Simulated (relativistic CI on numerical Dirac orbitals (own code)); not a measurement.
# Radial parameters of Cu XXVI

Computed by Dirac-Coulomb-Breit CI, KLI orbitals optimised for each configuration, QED by a radiative potential, unscaled Slater integrals (own radial code, finite nucleus).

Slater integrals F^k, G^k are unscaled and averaged over j, outside the closed core 1s2; ζ comes from projecting the Hamiltonian with its Breit term on Σ l·s of the shell.

- 2s.2p: G^1(2s,2p) = 547920, ζ(2p) = 133600 cm⁻¹; <r>(2s) = 0.2149, <r^2>(2s) = 0.05407, <r>(2p) = 0.1839, <r^2>(2p) = 0.0408 (bohr units).
- 2p2: F^2(2p,2p) = 519230, ζ(2p) = 132440 cm⁻¹; <r>(2p) = 0.1844, <r^2>(2p) = 0.04099 (bohr units).
- 2p.3s: ζ(2p) = 136590, G^1(2p,3s) = 55485 cm⁻¹; <r>(2p) = 0.1828, <r^2>(2p) = 0.0403, <r>(3s) = 0.496, <r^2>(3s) = 0.2794 (bohr units).

Averages of the first 10 configurations, taken without configuration mixing, which lowers the lowest level and can move excited configurations by several eV; other configurations of the list can lie among them:

| Configuration | Parity | States | Average energy above the lowest level (eV) |
| --- | --- | --- | --- |
| 2s2 | even | 1 | 8.0 |
| 2s.2p | odd | 12 | 76.7 |
| 2p2 | even | 15 | 167.8 |
| 2p.3s | odd | 12 | 1481.5 |
| 2p.3p | even | 36 | 1505.7 |
| 2s.3s | even | 4 | 1405.9 |
| 2s.3p | odd | 12 | 1431.6 |
| 2s.3d | even | 20 | 1449.0 |
| 2s.4s | even | 4 | 1883.4 |
| 2s.4p | odd | 12 | 1894.0 |
